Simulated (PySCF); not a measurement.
**Peak assignment**

Numbering as in the mapped SMILES `[CH3:1][Si:2]([CH3:3])([CH3:4])[C@H:5]([F:6])[Cl:7]`. Hydrogens are named by the atom that carries them.

Averaged over atoms made equivalent by symmetry, fast rotation or ring inversion, one conformer, gas phase, non-relativistic Hamiltonian. GFN2-xTB structure; PBE0/pcSseg-1 with gauge-including orbitals; PySCF 2.14.

δ = σ(ref) − σ, references computed at the same level: TMS for 13C (σ = 186.93 ppm), 1H (σ = 31.72 ppm).

Task: Assign these signals to the numbered atoms. 13C{1H} NMR (computed): δ 110.0 (CH), -4.3 (CH3).

Result: 
| δ (ppm) | atoms | environment | reason |
| --- | --- | --- | --- |
| 110.0 | C5 | sp3 CH bonded to Cl and F and Si | 2 electronegative neighbours deshield it |
| -4.3 | C1/C3/C4 | methyl carbon bonded to Si | an electropositive neighbour leaves it electron-rich and shielded |

Task: Assign these signals to the numbered atoms. 1H NMR (600 MHz, computed): δ 6.25 (m, 1H), 0.19 (s, 9H).

Result: 
6.25 → H(C5), hydrogen on an sp3 CH bonded to Cl and F and Si: its carbon carries Cl and F, hence the downfield position
0.19 → H(C1)/H(C3)/H(C4), hydrogen on a methyl carbon bonded to Si: an electropositive neighbour shields it, as in TMS itself

Carbons that carry Cl, above all several Cl atoms, come out too deshielded, partly because spin–orbit coupling is missing. Splittings by 19F in the carbon and heteronuclear signals aren't shown, as no couplings were computed. Shifts are as computed. Against solution values, carbons near 30 ppm lie about +3 ppm off and those near 130 ppm about +5 ppm; carbons on Cl a further +6 ppm. Of 1211 compounds with measured shifts, 218 miss one by over three times the rms of a fit or turn the order of signals round; such compounds aren't used in these exercises. No couplings were computed; multiplicities are counted from neighbouring protons, with m where these are inequivalent, close in shift, in a saturated or five-membered ring or joined by F or P, and br s for small geminal =CH2 splittings.
